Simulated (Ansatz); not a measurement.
Kohn–Sham single points on `IC1BC1`.

```yaml
crystal:
  periodic: [false, false, false]
  atoms:
    - {symbol: I, position_ang: [-2.150389, -0.817932, 0.631459]}
    - {symbol: C, position_ang: [-0.622164, 0.369931, -0.249917]}
    - {symbol: B, position_ang: [0.441536, 0.367450, 0.828117]}
    - {symbol: C, position_ang: [0.670753, -0.408164, -0.471644]}
    - {symbol: H, position_ang: [-1.020340, 1.105145, -0.934184]}
    - {symbol: H, position_ang: [0.768106, 0.729506, 1.904792]}
    - {symbol: H, position_ang: [1.331122, 0.085049, -1.187312]}
    - {symbol: H, position_ang: [0.673676, -1.488186, -0.577212]}
basis:
  gaussian: {orbitals: def2-TZVPP}
hamiltonian: {xc: pbe, dispersion: d4}
output: {forces: true, orbitals: {seedname: orbitals}}
```

```sh
$ ansatz run in.yaml --threads 2 --pin off --events-out ev --progress --plain --max-ram 4352MiB
```

It prints (some lines left out):

```
Functional definition: PBE
1132 factors; their error is unknown
mean field evaluation 1: about -10888.7324 eV, gradient 9.2e1 eV
mean field evaluation 2: about -10687.3052 eV, gradient 2.4e2 eV
mean field evaluation 4: about -10910.8306 eV, gradient 1.8e1 eV
mean field evaluation 8: about -10911.4106 eV, gradient 1.7e-1 eV
mean field evaluation 16: about -10911.3825 eV, gradient 1.2e-2 eV
mean field -10911.38247993 eV, -400.9859101366 hartree, gradient 2.3e-5 eV, S^2 0.000000; 0 other end points of the search recorded, 0 dependent functions left out
reference -10911.38251961 eV, -400.9859115949 hartree; 23, 23 occupied and 176, 176 virtual orbitals, 1132 factors
Total energy: -10911.55875993 eV, -400.9923883074 hartree
Atom 0 at    -2.150389    -0.817932     0.631459 Å, force    -0.212241    -0.157506     0.157176 eV/Å
Atom 1 at    -0.622164     0.369931    -0.249917 Å, force     0.000437     0.151813    -0.101699 eV/Å
Atom 2 at     0.441536     0.367450     0.828117 Å, force     0.020724     0.000607     0.171050 eV/Å
Atom 3 at     0.670753    -0.408164    -0.471644 Å, force     0.077131    -0.046613     0.008041 eV/Å
Atom 4 at    -1.020340     1.105145    -0.934184 Å, force    -0.092875     0.160220    -0.159682 eV/Å
Atom 5 at     0.768106     0.729506     1.904792 Å, force     0.036817     0.042103     0.127518 eV/Å
Atom 6 at     1.331122     0.085049    -1.187312 Å, force     0.135900     0.082554    -0.164611 eV/Å
Atom 7 at     0.673676    -1.488186    -0.577212 Å, force     0.034107    -0.233178    -0.037793 eV/Å
Dipole moment:     0.123906     0.104055    -0.182156 e Å
```

Hardware: 2 threads of an Arm Neoverse V2 on a shared host. Wall time 3.2 s, peak host memory 0.22 GiB.

With the line `hamiltonian: {xc: {name: CAM-B3LYP}, dispersion: d4}` and no forces (abridged; 3.9 s):

```
Functional definition: CAM-B3LYP
mean field evaluation 16: about -10914.0622 eV, gradient 2.7e-4 eV
mean field -10914.06224131 eV, -401.0843895511 hartree, gradient 2.6e-5 eV, S^2 0.000000
Total energy: -10914.21347779 eV, -401.0899473891 hartree
```

Changing it to `hamiltonian: {xc: {name: r2SCAN0}, dispersion: d4}` and no forces (abridged; 6.5 s):

```
Functional definition: r2SCAN0
mean field evaluation 16: about -10916.2498 eV, gradient 3.3e-4 eV
mean field -10916.24982769 eV, -401.1647818677 hartree, gradient 1.7e-5 eV, S^2 0.000000
Total energy: -10916.29710119 eV, -401.1665191369 hartree
```

With the line `hamiltonian: {xc: {name: B97M-V}}` and no forces (abridged; 13 s):

```
Functional definition: B97M-V
mean field evaluation 16: about -10915.8595 eV, gradient 2.7e-3 eV
mean field -10915.85947111 eV, -401.1504365279 hartree, gradient 1.5e-5 eV, S^2 0.000000
Total energy: -10915.85952895 eV, -401.1504386535 hartree
```

The same input with `hamiltonian: {xc: {name: PBE-QIDH}}` and no forces (abridged; 7 s):

```
Functional definition: PBE-QIDH
mean field evaluation 16: about -10898.5666 eV, gradient 4.2e-4 eV
mean field -10898.56663082 eV, -400.5149363690 hartree, gradient 2.2e-6 eV, S^2 0.000000
7 core orbitals not correlated: weight in the atoms' cores, before any rotation towards them, 1.000 or more for the frozen orbitals, at most 0.000 for the correlated occupied ones
second order -28.05820585 eV of doubles, -0.00000000 eV of singles
Total energy: -10907.91937795 eV, -400.8586434865 hartree
```

The same input with `hamiltonian: {xc: {name: B3LYP}, dispersion: d4}` (abridged; 5.5 s):

```
Functional definition: B3LYP
mean field evaluation 16: about -10918.5846 eV, gradient 1.2e-3 eV
mean field -10918.58463730 eV, -401.2505845381 hartree, gradient 2.3e-5 eV, S^2 0.000000
Total energy: -10918.87458228 eV, -401.2612398199 hartree
Atom 0 force    -0.364198    -0.217851     0.133861 eV/Å
Atom 1 force     0.076257     0.279524    -0.077995 eV/Å
Atom 2 force     0.080173     0.109377     0.101071 eV/Å
Atom 3 force     0.213451    -0.094499    -0.099868 eV/Å
Atom 4 force     0.048393    -0.048776     0.049992 eV/Å
Atom 5 force    -0.039479    -0.045116    -0.130383 eV/Å
Atom 6 force    -0.026450    -0.050238     0.027339 eV/Å
Atom 7 force     0.011853     0.067578    -0.004016 eV/Å
Dipole moment:     0.159537     0.126255    -0.167667 e Å
```

B3LYP takes the VWN-RPA correlation (the form of Gaussian; ORCA's B3LYP/G).
